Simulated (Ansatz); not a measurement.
`[NH2][SnH2][SiH2]O` + `O[Si](F)(F)CCl` → `O[SiH2]C[Si](O)(F)F` + `[NH2][SnH2][Cl]`  (redistribution)

Computed with Ansatz on PBE0-D4/def2-TZVP structures; ΔE is electronic, products minus reactants. CCSD(T)/CBS is the MP2 limit (def2-TZVPP, def2-QZVPP) plus CCSD(T) − MP2 in def2-TZVPP, frozen cores. DFT in def2-TZVPP. B3LYP here is the variant with VWN-RPA as its local correlation; programs differ in this. Elements past krypton have def2 core potentials. For Sn outer-core shells are correlated without core-valence functions, which leaves a few kJ/mol of doubt a bond. One conformer a species, not always the lowest.

`[NH2][SnH2][SiH2]O`:

Cartesian coordinates in Å:
```
N -0.187 -0.557 -1.542
Sn 0.229 1.157 -0.439
Si 0.034 -0.194 1.742
O -0.300 -1.649 1.063
H 0.560 -0.810 -2.178
H -1.030 -0.474 -2.098
H 1.755 1.731 -0.956
H -0.961 2.319 -0.838
H -1.062 0.277 2.630
H 1.291 -0.219 2.536
H -0.329 -1.581 0.080
```

`O[Si](F)(F)CCl`:

Z-matrix (Å, degrees):
```
Si
F 1 1.578
F 1 1.582 2 107.2
O 1 1.614 2 106.7 3 119.7
C 1 1.859 2 109.4 3 -117.3
H 4 0.959 1 118.3 2 173.0
Cl 5 1.790 1 108.1 2 -171.0
H 5 1.090 1 111.9 2 -52.6
H 5 1.090 1 112.5 2 70.2
```

`O[SiH2]C[Si](O)(F)F`:

Cartesian coordinates in Å:
```
O -1.998 0.907 0.426
Si -0.827 0.348 1.432
C 0.241 -0.923 0.545
Si 1.039 -0.300 -0.974
O -0.021 0.659 -1.764
F 2.352 0.528 -0.643
F 1.520 -1.452 -1.955
H -1.693 1.117 -0.463
H 0.065 1.436 1.921
H -1.518 -0.277 2.584
H 1.017 -1.285 1.228
H -0.393 -1.777 0.283
H 0.216 1.020 -2.620
```

`[NH2][SnH2][Cl]`:

```xyz
7

N    -0.343   -0.610   -1.126
Sn    0.515    0.241    0.478
Cl   -1.113    1.120    1.926
H    -0.872    0.036   -1.698
H    -0.944   -1.392   -0.903
H     1.437    1.568   -0.041
H     1.320   -0.962    1.364
```

**Question.** Is it downhill or uphill in electronic energy at CCSD(T)/CBS, and by how much? (Estimate.)

**Answer.** Computed: Downhill: ΔE = -182.2 kJ/mol.

**Question.** What do these levels give: r2SCAN-D4, B3LYP-D4, ωB97X-V, B2PLYP, PBE, MP2/def2-TZVPP, SCS-MP2/def2-TZVPP, CCSD/def2-TZVPP, MP2/def2-QZVPP, SCS-MP2/def2-QZVPP, MP2/CBS(def2), CCSD/CBS(def2)? (Best estimate.)

**Answer.** Computed: r2SCAN-D4 -180.3, B3LYP-D4 -177.2, ωB97X-V -183.4, B2PLYP -182.2, PBE -160.5, MP2/def2-TZVPP -187.4, SCS-MP2/def2-TZVPP -187.7, CCSD/def2-TZVPP -185.9, MP2/def2-QZVPP -188.4, SCS-MP2/def2-QZVPP -189.1, MP2/CBS(def2) -188.1, CCSD/CBS(def2) -186.6 kJ/mol.

Largest T1 diagnostic among the species: 0.013.

In def2-TZVPP, CCSD(T) changes the Hartree–Fock value by +29.9 kJ/mol (the triples alone add +4.4 kJ/mol) and MP2 by +24.0 kJ/mol. From PBE to PBE0 (25 % exact exchange), in def2-TZVPP and without D4, ΔE moves by −12.2 kJ/mol.
